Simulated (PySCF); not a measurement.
```xyz
4
charge 1 multiplicity 2, angstrom
Ru    0.0000    0.0000   -0.2712
S     1.9701    0.0000    0.2888
S    -0.9850    1.7061    0.2888
S    -0.9851   -1.7061    0.2888
```

Method: UPBE0 in PySCF with Ru def2-SVP with ECP28, S def2-SVP; scalar-relativistic core potentials, no spin–orbit coupling; density-fitted integrals.

This geometry of RuS₃⁺ is a stationary point at this level.

Question: What is the point group?

Answer: C3v.

Question: Is it a minimum?

Answer: Yes: all harmonic wavenumbers are real.

Question: List the harmonic modes with their infrared intensities.

Answer: 
```csv
symmetry,ω (cm⁻¹),"IR (km/mol, summed over degenerate members)"
a1,150,0.1
e,193,4.0
a1,541,0.2
e,555,34.8
```

Question: Give the atomic charges and bond orders.

Answer: 
| atom | Mulliken | Löwdin | polar tensor | spin (Mulliken) | Mayer order to Ru1 |
| --- | --- | --- | --- | --- | --- |
| Ru1 | 0.15 | -0.83 | 0.92 | 0.56 | – |
| S2,3,4 | 0.28 | 0.61 | 0.03 | 0.15 | 1.94 |
Other Mayer orders above 0.3: S–S 0.41 (×3).

Question: Give the ideal-gas entropy at 298.15 K and 1 bar by parts.

Answer: translation 174.8, rotation 108.1, vibration 36.4, spin 5.8; total 325.1 J/(mol K).

In C3v the vibrations span 2a1 + 2e.

Only a few start shapes were tried, so a lower isomer may exist. Open d and f shells are described by one determinant, and the ground state may have another occupation or spin.
